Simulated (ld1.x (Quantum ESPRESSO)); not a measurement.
Scattering properties, TM potential for S

* Element: sulfur
* Generator: ld1.x (Quantum ESPRESSO) 7.5
* Type: norm-conserving Troullier–Martins (Kleinman–Bylander form)
* Functional: Wu–Cohen
* Relativity: scalar-relativistic
* Frozen core: [Ne]
* Valence charge: 6
* Reference configuration: 3s2 3p4
* Partial waves: 3p (bound): rc 1.55 bohr; 3d channel at 0.4 Ry: rc 1.55 bohr; 3s (bound): rc 1.78 bohr
* Local potential: the s channel
* Core correction: a·sin(br)/r model core inside 1.00 bohr

The phase is arctan(r·u′/u) with u = r·R(r), unwrapped; energies in Ry, scanned from -3 to 5 Ry. A pole is an energy at which the radial function vanishes at the test radius. The pseudo phase is shifted by a multiple of π to meet the all-electron one at the reference energy, and phase errors are pseudo minus all-electron; the curves can meet again beyond the range given. Levels narrower than the energy grid can be missing from the lists of poles.

```
channel  radius (bohr)  reference energy (Ry)  poles, all-electron  poles, pseudo  unbroken range about the reference energy with phases within 0.05 rad  phase error 1 Ry above the reference energy (rad)
      s           1.96                  -1.26                 0.65           0.58                                                              below 2.8                                             -0.004
      p           1.96                  -0.51                 1.82           1.73                                                              below 4.0                                             -0.004
      d           1.96                   0.40                 3.09           3.07                                                        the whole range                                             -0.002
```

Phases in the p channel:

```tsv
E (Ry)	all-electron	pseudo
-3.00	1.186	1.183
-2.76	1.157	1.155
-2.52	1.122	1.119
-2.28	1.078	1.075
-2.04	1.021	1.018
-1.80	0.945	0.941
-1.56	0.837	0.833
-1.32	0.678	0.675
-1.08	0.437	0.434
-0.84	0.084	0.083
-0.60	-0.342	-0.342
-0.36	-0.718	-0.718
-0.12	-0.981	-0.982
0.12	-1.154	-1.157
0.36	-1.272	-1.276
0.60	-1.356	-1.361
0.84	-1.418	-1.424
1.08	-1.467	-1.474
1.32	-1.507	-1.515
1.56	-1.540	-1.550
1.80	-1.569	-1.580
2.04	-1.594	-1.607
2.28	-1.617	-1.632
2.52	-1.638	-1.655
2.76	-1.659	-1.679
3.00	-1.679	-1.702
3.24	-1.698	-1.726
3.48	-1.718	-1.752
3.72	-1.739	-1.780
3.96	-1.761	-1.810
4.20	-1.784	-1.846
4.44	-1.811	-1.888
4.68	-1.840	-1.939
4.92	-1.874	-2.004
```
